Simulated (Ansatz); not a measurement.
Reaction (redistribution): `BBBr` + `C[SiH](F)Cl` → `BBCl` + `C[SiH](F)Br`

Computed with Ansatz on PBE0-D4/def2-TZVP structures; ΔE is electronic, products minus reactants. CCSD(T)/CBS is the MP2 limit (def2-TZVPP, def2-QZVPP) plus CCSD(T) − MP2 in def2-TZVPP, frozen cores. DFT in def2-TZVPP. For Br outer-core shells are correlated without core-valence functions, which leaves a few kJ/mol of doubt a bond. Scalar relativity is left out up to krypton.

`BBBr`:

Z-matrix (Å, degrees):
```
B
B 1 1.645
H 1 1.198 2 121.5
H 1 1.198 2 121.5 3 176.7
Br 2 1.919 1 112.6 3 -88.4
H 2 1.192 1 131.3 3 91.6
```

`C[SiH](F)Cl`:

```xyz
8

C    -0.423   -0.908    0.141
Si    0.235    0.792   -0.129
F     0.134    1.622    1.228
Cl    2.210    0.713   -0.658
H    -1.471   -0.865    0.445
H    -0.352   -1.494   -0.778
H     0.146   -1.420    0.921
H    -0.479    1.560   -1.170
```

`BBCl`:

Z-matrix (Å, degrees):
```
B
B 1 1.654
H 1 1.198 2 121.6
H 1 1.198 2 121.7 3 179.5
Cl 2 1.753 1 117.9 3 -89.7
H 2 1.196 1 126.1 3 90.3
```

`C[SiH](F)Br`:

```xyz
8

C    -0.303   -0.916    0.334
Si    0.100    0.787   -0.247
F     0.199    1.767    1.006
Br    2.063    0.805   -1.269
H    -1.260   -0.917    0.862
H    -0.374   -1.599   -0.516
H     0.470   -1.285    1.010
H    -0.894    1.358   -1.179
```

```
       level  ΔE (eV)
        BLYP     0.03
     r2SCANh     0.03
     r2SCAN0     0.03
HF/CBS(def2)     0.01
```

Q: What does CCSD(T)/CBS give? (Estimate.)

A: The calculation gave: +0.03 eV. The listed levels differ from it by 0.00, 0.00, 0.00, -0.02 eV.

Largest T1 diagnostic among the species: 0.012.

At CCSD(T), def2-SVP lies −0.07 eV from the extrapolated value and def2-TZVPP +0.01 eV. In def2-TZVPP, CCSD(T) changes the Hartree–Fock value by +0.03 eV (the triples alone add +0.00 eV) and MP2 by +0.03 eV.
